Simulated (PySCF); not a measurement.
## Structure and largest two-photon cross section among the few lowest singlets (linear parallel light, single beam, Lorentzian half width 0.1 eV, states within 0.08 eV summed)

The calculation used PySCF 2.14.0, TDDFT CAM-B3LYP/aug-cc-pVDZ excited states, vertical, gas phase. Geometry: PBE0-D3(BJ)/def2-SVP.

Each molecule in one low-energy conformer.

Problem. How does the largest two-photon cross section among the few lowest singlets (linear parallel light, single beam, Lorentzian half width 0.1 eV, states within 0.08 eV summed) change along this series?
- C#Cc1cccc(C)c1 (H on C replaced by ethynyl)
- CSc1cccc(C)c1 (H on C replaced by SCH3)
- Cc1cccc(Cl)c1 (H on C replaced by Cl)

Solution. 
```csv
molecule,S1 (eV),f(S1),largest σ (GM),at photon λ (nm)
C#Cc1cccc(C)c1,5.04,0.021,0.2,492
CSc1cccc(C)c1,4.90,0.015,3.4,476
Cc1cccc(Cl)c1,5.22,0.004,1.1,379
```
The largest two-photon cross section among the few lowest singlets (linear parallel light, single beam, Lorentzian half width 0.1 eV, states within 0.08 eV summed) is lowest for C#Cc1cccc(C)c1 and highest for CSc1cccc(C)c1.
